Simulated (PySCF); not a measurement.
State search for KSn

Unrestricted PBE0; PySCF, scalar-relativistic core potentials, basis sets K def2-SVP, Sn def2-SVP with ECP28. Outer shells of the fragments: K 4s1; Sn 4d10 5s2 5p2.

Followed along the bond (rough minima from three points):

| 2Ms+1 | unpaired | ⟨S²⟩ at the start | R at minimum (Å) | Te (eV) |
| --- | --- | --- | --- | --- |
| 4 | σ ↑, π ↑↑ | 3.75 | 3.29 | 0.00 |
| 2 | σ ↓, π ↑↑ | 1.76 | 3.36 | 0.49 |
| 2 | σ ↑, π ↑↓ | 1.76 | 3.32 | 0.50 |
| 2 | π ↑ | 0.78 | 3.54 | 0.57 |
| 2 | σ ↑ | 0.75 | 3.32 | 1.23 |

Solutions found at the starting distance of 3.295 Å, counted from the lowest of them; the search is not exhaustive and high or unbound solutions are not listed, so other states can lie among these:

```csv
2Ms+1,unpaired,term,E (eV),⟨S²⟩,⟨Lz²⟩,μ (D)
4,"σ ↑, π ↑↑",⁴Σ⁻,0.00,3.75,0.00,-9.68
2,"σ ↓, π ↑↑",mixed,0.49,1.76,0.00,-8.79
2,"σ ↑, π ↑↓",mixed,0.50,1.76,2.01,-9.26
2,π ↑,²Π,0.62,0.78,1.00,-6.80
2,σ ↑,mixed,1.23,0.75,2.00,-8.98
4,"σ ↑↑, π ↑",⁴Π,1.68,3.75,1.00,3.74
2,π ↑,²Π,1.69,0.76,1.02,-10.01
4,"σ ↑, π ↑↑",mixed,3.01,3.75,2.00,1.44
4,π ↑↑↑,⁴Π,3.30,3.75,1.00,1.33
```

A term symbol is given only where ⟨S²⟩ and ⟨Lz²⟩ are close to those of a pure state; real π, δ and φ orbitals otherwise mix terms. A positive dipole means K(−)Sn(+).

Spin–orbit coupling is left out. Counting both spins, an empty level lies below a filled one in some of these solutions, because spin and occupation are held.
